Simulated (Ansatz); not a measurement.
System: ethyl(dimethoxy)borane, C$_{4}$H$_{11}$BO$_{2}$, net charge 0, singlet state. 
Structure (B3LYP-D3(BJ)/def2-TZVP (Ansatz, an electronic-structure program) minimum search):
```xyz
18

C      0.8405     2.6236    -0.0699
C     -0.2267     1.7288     0.5634
B     -0.1774     0.1998     0.1706
O     -1.2598    -0.5491     0.5478
C     -1.4070    -1.9584     0.5458
O      0.9307    -0.2420    -0.4960
C      1.1629    -1.5009    -1.1041
H      0.7663     2.6171    -1.1593
H      1.8447     2.2793     0.1821
H      0.7474     3.6596     0.2631
H     -0.1608     1.7879     1.6573
H     -1.2289     2.1062     0.3327
H     -1.6511    -2.3324    -0.4508
H     -2.2323    -2.1997     1.2153
H     -0.5102    -2.4644     0.9073
H      1.9896    -1.3756    -1.8028
H      0.2915    -1.8533    -1.6582
H      1.4458    -2.2535    -0.3654
```

Wanted: atomisation energy (electronic, to ground-state atoms), in kcal/mol. Cores are frozen in the correlated levels unless marked. Open shells are spin-unrestricted. Spin-orbit coupling is left out. Non-relativistic. The coupled-cluster limit lacks core correlation, which all-electron functionals hold. Basis-set limits of correlation are two-point, X^-3; Hartree-Fock from the larger set. [CCSD(T)-MP2]/basis is that difference in the basis named.

```
level                            program  atomisation energy (kcal/mol)
------------------------  --------------  -----------------------------
HF/aug-cc-pVTZ                    Ansatz                         1303.8
revPBE-D3(BJ)/def2-TZVPD  Ansatz + dftd3                         1725.8
revPBE-D4/def2-TZVPD      Ansatz + dftd4                         1731.9
r2SCAN-D3(BJ)/def2-TZVPD  Ansatz + dftd3                         1745.9
```

Task: Estimate the value at RI-MP2/CBS(aug-cc-pVTZ,aug-cc-pVQZ)+[CCSD(T)-MP2]/aug-cc-pVTZ as computed with Ansatz.

Result: 1740.7 kcal/mol, so r2SCAN-D3(BJ)/def2-TZVPD differs from it by 5.2 kcal/mol.
